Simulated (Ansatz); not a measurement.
Total energies of (I2Ga-mu-OH)2 (Ga₂I₄O₂H₂) from Ansatz at PBE0-D4/def2-TZVP, gas phase (1 Eh = 27.2114 eV = 2625.5 kJ/mol). The reference geometry is relaxed at PBE-D4/def2-SVP.

```xyz
10

Ga   -1.104   -0.048   -1.007
I    -0.985   -0.049   -3.497
I    -3.263   -0.136    0.275
O     0.104    1.284   -0.209
Ga    1.266    0.054    0.793
I     3.630    0.151    0.009
I     0.613    0.031    3.219
O     0.209   -1.273   -0.203
H    -0.317    2.002    0.303
H    -0.154   -2.017    0.317
```

```tsv
state	geometry	energy (Eh)
charge 0 singlet	reference	-5192.02975
charge 1 doublet	reference	-5191.69644
charge 1 doublet	relaxed at PBE-D4/def2-SVP	-5191.71946
charge -1 doublet	reference	-5192.06409
free Ga atom (doublet)	–	-1924.55212
free I atom (doublet)	–	-297.69312
free O atom (triplet)	–	-75.01860
free H atom (doublet)	–	-0.50104
```

In the def2 sets I takes a core potential; there is no spin–orbit coupling.

Task: Work out the vertical ionisation energy to the doublet.

Result: E(charge 1 doublet) − E(charge 0 singlet) = -5191.69644 − (-5192.02975) = 0.33331 Eh = 9.07 eV. For comparison, −ε of the highest occupied level is 7.68 eV at this level, 1.39 eV less.

Task: Work out the vertical electron affinity, to the doublet.

Result: E(charge 0 singlet) − E(charge -1 doublet) = -5192.02975 − (-5192.06409) = 0.03434 Eh = 0.93 eV. The basis lacks diffuse functions, which makes affinities too small.

Task: Give the fundamental gap IE − EA, the Mulliken electronegativity (IE + EA)/2 and the hardness (IE − EA)/2.

Result: From the values in Eh: IE − EA = 0.33331 − 0.03434 = 0.29897 Eh = 8.14 eV; (IE + EA)/2 = 5.00 eV; (IE − EA)/2 = 4.07 eV. The HOMO–LUMO gap of the same run is 5.51 eV, 2.63 eV smaller than the fundamental gap.

Task: How much does the charge 1 doublet relax, and what is the adiabatic ionisation energy?

Result: Relaxation: -5191.69644 − (-5191.71946) = 0.02302 Eh = 0.63 eV. Adiabatic ionisation energy: 0.31029 Eh = 8.44 eV, without zero-point energy. 

Task: What is the binding energy per atom against free atoms?

Result: Atoms: 2 × (-1924.55212) + 4 × (-297.69312) + 2 × (-75.01860) + 2 × (-0.50104) = -5190.91600 Eh. Binding: -5190.91600 − (-5192.02975) = 1.11375 Eh = 30.31 eV, or 3.03 eV for each of 10 atoms (no zero-point energy, no counterpoise term).

At PBE0-D4/def2-TZVP the highest occupied level of the charge -1 doublet lies above zero (up to 0.33 eV). By energy differences its removal costs 0.93 eV (vertical, to the charge 0 singlet, at PBE0-D4/def2-TZVP); self-interaction error and the lack of diffuse functions both raise the level.
